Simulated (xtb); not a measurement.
xtb input (GFN2-xTB):

```bash
xtb mol.xyz --gfn 2 --sp --chrg 0 --uhf 0
```
mol.xyz:
```
4

Cl    -0.42755844     2.04771033    -0.00300272
In    -0.42058562    -0.28624617    -0.01230997
Cl     1.74718292    -1.14958771     0.04162632
H     -1.82492100    -1.24202214    -0.05341294
```

End of the output:

```
         :::::::::::::::::::::::::::::::::::::::::::::::::::::
         ::                     SUMMARY                     ::
         :::::::::::::::::::::::::::::::::::::::::::::::::::::
         :: total energy             -10.917706373738 Eh    ::
         :: gradient norm              0.017152558363 Eh/a0 ::
         :: HOMO-LUMO gap              3.473972612471 eV    ::
         ::.................................................::
         :: SCC energy               -10.925384506763 Eh    ::
         :: -> isotropic ES            0.015973476259 Eh    ::
         :: -> anisotropic ES          0.001675606825 Eh    ::
         :: -> anisotropic XC         -0.000485617033 Eh    ::
         :: -> dispersion             -0.002399565985 Eh    ::
         :: repulsion energy           0.007678133026 Eh    ::
         :: add. restraining           0.000000000000 Eh    ::
         :: total charge              -0.000000000000 e     ::
         :::::::::::::::::::::::::::::::::::::::::::::::::::::

           -------------------------------------------------
          |                Property Printout                |
           -------------------------------------------------

    * Orbital Energies and Occupations

         #    Occupation            Energy/Eh            Energy/eV
      -------------------------------------------------------------
         1        2.0000           -1.0589859             -28.8165
         2        2.0000           -1.0566411             -28.7527
         3        2.0000           -0.5876863             -15.9918
         4        2.0000           -0.4592729             -12.4975
         5        2.0000           -0.4564112             -12.4196
         6        2.0000           -0.4457629             -12.1298
         7        2.0000           -0.4456177             -12.1259
         8        2.0000           -0.4430055             -12.0548
         9        2.0000           -0.4350648             -11.8387 (HOMO)
        10                         -0.3073986              -8.3647 (LUMO)
        11                         -0.1925299              -5.2390
        12                         -0.0880144              -2.3950
        13                         -0.0463444              -1.2611
Note: The following floating-point exceptions are signalling: IEEE_UNDERFLOW_FLAG IEEE_DENORMAL
normal termination of xtb
        14                         -0.0117279              -0.3191
        15                         -0.0050450              -0.1373
        16                          0.0167057               0.4546
        17                          0.0172918               0.4705
        18                          0.0183344               0.4989
        19                          0.0186331               0.5070
        20                          0.0189346               0.5152
       ...                                ...                  ...
        28                          0.8343152              22.7029
      -------------------------------------------------------------
                  HL-Gap            0.1276661 Eh            3.4740 eV
             Fermi-level           -0.3712317 Eh          -10.1017 eV

     #   Z          covCN         q      C6AA      α(0)
     1  17 Cl       0.786    -0.134   103.200    15.540
     2  49 In       2.477     0.216   279.181    32.007
     3  17 Cl       0.786    -0.134   103.200    15.540
     4   1 H        0.906     0.052     2.295     2.370

 Mol. C6AA /au·bohr⁶  :       1472.343098
 Mol. C8AA /au·bohr⁸  :     114391.212051
 Mol. α(0) /au        :         65.457355

Wiberg/Mayer (AO) data.
largest (>0.10) Wiberg bond orders for each atom

 ---------------------------------------------------------------------------
     #   Z sym  total        # sym  WBO       # sym  WBO       # sym  WBO
 ---------------------------------------------------------------------------
     1  17 Cl   1.411 --     2 In   1.123     4 H    0.168     3 Cl   0.120
     2  49 In   2.908 --     3 Cl   1.123     1 Cl   1.123     4 H    0.661
     3  17 Cl   1.411 --     2 In   1.123     4 H    0.168     1 Cl   0.120
     4   1 H    0.997 --     2 In   0.661     1 Cl   0.168     3 Cl   0.168
 ---------------------------------------------------------------------------

Topologies differ in total number of bonds
Writing topology from bond orders to xtbtopo.mol

molecular dipole:
                 x           y           z       tot (Debye)
 q only:       -0.687      -0.467      -0.020
   full:       -0.666      -0.454      -0.020       2.050
molecular quadrupole (traceless):
                xx          xy          yy          xz          yz          zz
 q only:        0.353       2.847      -1.895      -0.020       0.061       1.542
  q+dip:        1.117       3.260      -1.457       0.034       0.079       0.340
   full:       -1.247       3.083      -3.684      -0.151       0.047       4.931

           -------------------------------------------------
          | TOTAL ENERGY              -10.917706373738 Eh   |
          | GRADIENT NORM               0.017152558363 Eh/α |
          | HOMO-LUMO GAP               3.473972612471 eV   |
           -------------------------------------------------

------------------------------------------------------------------------
------------------------------------------------------------------------
 total:
 SCF:
```
